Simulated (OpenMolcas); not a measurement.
# Pt2+ in SrF2

Pt2+ with its 8 nearest fluoride ions at 2.334 Å, on the Sr site of SrF2 (a = 5.796 Å, distance in the model lattice 2.510 Å). The rest of the host is ab initio model potentials to 7.6 Å and point charges beyond; the distance is set by hand and nothing relaxes. Ligand basis ANO-RCC-VDZP.
```
Pt    0.0000    0.0000    0.0000
F     1.3475    1.3475    1.3475
F     1.3475    1.3475   -1.3475
F     1.3475   -1.3475    1.3475
F     1.3475   -1.3475   -1.3475
F    -1.3475    1.3475    1.3475
F    -1.3475    1.3475   -1.3475
F    -1.3475   -1.3475    1.3475
F    -1.3475   -1.3475   -1.3475
```

```yaml
Program: OpenMolcas 26.06
Method: "SS-CASPT2, IPEA 0 Eh, imaginary shift 0.1 Eh (closed shells correlated: 5s 5p and the ligand valence shells)"
Basis: ANO-RCC-VTZP [8s7p5d3f1g]
Scalar_Hamiltonian: DKH2, point nucleus
Active_space: 8 electrons in 5 orbitals (5d)
State_averaging: 2S+1 = 3 even, 10 roots; 2S+1 = 1 even, 15 roots
Spin-orbit_coupling: state interaction with AMFI integrals over the reference wave functions
```

The lowest spin-free states (labels of O, the rotations of Oh), above the lowest:

| State | Degeneracy | E (cm-1) | Free-ion L (%) |
| --- | --- | --- | --- |
| 3T1 | 3 | 0 | F (97) |
| 3T2 | 3 | 8030 | F (100) |
| 1T2 | 3 | 8040 | D (75) |
| 1E | 2 | 8870 | D (62) |
| 3T1 | 3 | 14870 | P (97) |
| 1A1 | 1 | 16770 | G (90) |
| 1T2 | 3 | 17680 | G (75) |
| 3A2 | 1 | 18650 | F (100) |
| 1T1 | 3 | 19940 | G (100) |
| 1E | 2 | 28700 | G (62) |
| 1A1 | 1 | 42990 | S (90) |

The lowest levels with spin-orbit coupling:

```csv
E (cm-1),Degeneracy,Label,2S+1
0,1,A1,3
1930,3,T1,3
3610,2,E,3
6750,3,T2,3 (86 %)
8290,3,T2,3 (55 %)
11660,2,E,1 (55 %)
15700,3,T1,3
17740,1,A2,3
18300,3,T2,3 (89 %)
18410,2,E,3
20830,1,A1,3 (63 %)
22990,3,T2,3 (52 %)
24420,3,T1,3
24750,3,T2,1 (51 %)
25020,2,E,3 (50 %)
26910,1,A1,1 (72 %)
28270,3,T1,1
33100,3,T2,3 (69 %)
38950,2,E,1 (85 %)
54370,1,A1,1 (87 %)
```

Powder χT (cm3 K/mol): 0.00495 at 2 K, 0.0248 at 10 K, 0.124 at 50 K, 0.248 at 100 K, 0.495 at 200 K, 0.743 at 300 K. The effective moment at 300 K is 2.828 √(χT) = 2.44 μB.

The lowest level has 2S+1 = 3, for which the spin-only value is χT = S(S+1) / 2 = 1.000 cm3 K/mol (g = 2). The computed 0.743 at 300 K differs by -0.257, through orbital momentum, spin-orbit coupling and any other state in reach. With a threefold ground state the orbital momentum is unquenched, so the spin-only value is not expected to hold.

A least-squares ligand-field fit to the states below 45000 cm-1, each weighted by its degeneracy and with a free common offset, gives 10Dq = -10002 cm-1 (negative for this site), B = 480 cm-1 and C = 2921 cm-1 (C/B = 6.09), with an rms deviation of 464 cm-1.

The same method and metal basis give the free ion B = 649 cm-1 (fit to its terms below 60000 cm-1, rms deviation 622 cm-1), so the nephelauxetic ratio is β = 480 / 649 = 0.74; it hangs on how both fits weigh the states, and computed free-ion B values tend to be too large, so β mixes covalency with correlation.

Roots that are degenerate in the reference are averaged as groups; the widest CASPT2 spread within a group is 1200 cm-1 (the 3-fold group of multiplicity 3 near 8030 cm-1 above the lowest state of its run). Shifts and gaps below about the spread of the groups concerned are not significant. Over all roots computed the reference weight is 0.66 to 0.67; a low but even weight reflects the number of correlated electrons. Real 4d8 and 5d8 ions are as a rule square planar and diamagnetic. Ligand-to-metal charge-transfer states are missing. With no ligand orbital active B as a rule stays too high, so bands that hang on it stand too high and its fall with covalency is understated. With one d shell and no ligand orbital active, 10Dq can be off by a tenth or more. Free-ion shares, where given, are those of the reference states; single-state CASPT2 does not remix them. No measured value stands beside these numbers; the geometry was set by hand and not optimised.
